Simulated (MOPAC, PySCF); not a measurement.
CH₄SSi, SMILES `[SiH3][C]S` (lower singlet; Si–C–S–H torsion 180°), neutral singlet in the gas phase. This singlet lies 0.50 eV below the relaxed triplet at the level frozen-core CCSD(T)/cc-pVTZ // PBE0-D3(BJ)/def2-TZVP (Ansatz).

Cartesian coordinates (Å):
```xyz
7

Si    -0.9863     0.3186    -0.4018
C      0.5084    -0.7874    -0.4347
S      1.9420    -0.0904    -0.1964
H     -1.8635    -0.2225     0.6686
H     -1.6451     0.1436    -1.7222
H     -0.7758     1.7784    -0.1588
H      2.8202    -1.1402    -0.2770
```
Charge 0, multiplicity 1.

All levels are single points at this geometry (PBE0-D3(BJ)/def2-TZVP); Pople sets use spherical d functions. Orbital energies aren't observables, and empty levels follow the basis.

PBE0-D3(BJ)/def2-TZVP in PySCF gives HOMO (eV) = -6.36.

Estimate the HOMO (eV) from each of these levels: B3LYP/3-21G in PySCF; B3LYP/6-311+G** in PySCF; B3LYP/6-31G* in PySCF; BP86/6-31G* in PySCF; M06-2X/6-31G* in PySCF; SVWN5/6-31G* in PySCF; HF/6-31G* in PySCF; AM1 in MOPAC.


| level | HOMO (eV) |
|---|---|
| B3LYP/3-21G in PySCF | -5.55 |
| B3LYP/6-311+G** in PySCF | -6.11 |
| B3LYP/6-31G* in PySCF | -5.84 |
| BP86/6-31G* in PySCF | -4.93 |
| M06-2X/6-31G* in PySCF | -7.22 |
| SVWN5/6-31G* in PySCF | -4.84 |
| HF/6-31G* in PySCF | -9.22 |
| AM1 in MOPAC | -8.68 |
